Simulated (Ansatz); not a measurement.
Gas-phase electronic energies from Ansatz, PBE0-D4/def2-TZVP geometries. CCSD(T)/CBS adds triple-zeta CCSD(T) − MP2 to the extrapolated MP2 energy (def2 sets, frozen cores). This one scheme is used for every species. DFT in def2-TZVPP. def2 core potentials past Kr. For Sb outer-core shells are correlated without core-valence functions, which leaves a few kJ/mol of doubt a bond. Each species was taken in one conformer, which may not be the lowest.

Reaction (formal exchange of groups at the Si–Si bond): `OC[SiH2][SiH3]` + `[SbH3]` → `OC[SiH2][SbH2]` + SiH₄

```
         species  PBE0 energy (Eh)
`OC[SiH2][SiH3]`        -696.79331
        `[SbH3]`        -242.03045
`OC[SiH2][SbH2]`        -647.07989
            SiH₄        -291.75661
```

Work out ΔE.

ΔE = (-647.07989) + (-291.75661) − (-696.79331) − (-242.03045) = -0.01274 Eh = -33.4 kJ/mol. CCSD(T)/CBS gives -43.9 kJ/mol.

Largest T1 diagnostic among the species: 0.014.

The D4 term adds −4.8 kJ/mol with B3LYP and −2.6 kJ/mol with PBE0; it sums over pairs of atoms, weighted by their polarisabilities, and B3LYP, whose exchange is more repulsive, gets the larger term.

B3LYP here is the variant with VWN-RPA as its local correlation; programs differ in this.
